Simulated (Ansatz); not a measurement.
`CS[Si](F)(F)F` and `FB(F)[Si](F)(F)F` differ in one atom or group.

Ansatz, PBE0-D4/def2-TZVP geometries, multiplicity 1. Each molecule was computed in one conformer, which needn't be the lowest.

```tsv
property	`CS[Si](F)(F)F`
LUMO energy (PBE0/def2-TZVPP) / eV	-0.21
LUMO energy (B3LYP/def2-TZVPP) / eV	-0.47
HOMO energy (B3LYP/def2-TZVPP) / eV	-7.58
LUMO energy (ωB97M-V/def2-TZVPP) / eV	1.70
HOMO–LUMO gap (PBE/def2-TZVPP) / eV	5.38
HOMO–LUMO gap (B3LYP/def2-TZVPP) / eV	7.11
```

(1) Give the same properties after the change, and the shifts. (Best estimate.)

Answers

(1) Computed: 
| property | `FB(F)[Si](F)(F)F` | shift |
| --- | --- | --- |
| LUMO energy (PBE0/def2-TZVPP) / eV | -1.90 | -1.69 |
| LUMO energy (B3LYP/def2-TZVPP) / eV | -2.13 | -1.66 |
| HOMO energy (B3LYP/def2-TZVPP) / eV | -10.01 | -2.43 |
| LUMO energy (ωB97M-V/def2-TZVPP) / eV | 0.19 | -1.51 |
| HOMO–LUMO gap (PBE/def2-TZVPP) / eV | 5.76 | 0.38 |
| HOMO–LUMO gap (B3LYP/def2-TZVPP) / eV | 7.88 | 0.77 |

With PBE0 the HOMO falls by 2.38 eV and the LUMO falls by 1.69 eV, so the gap widens by about 0.69 eV. PBE moves the HOMO by -2.06 eV and ωB97M-V by -2.41 eV.

B3LYP here is the variant with VWN-RPA as its local correlation; programs differ in this.
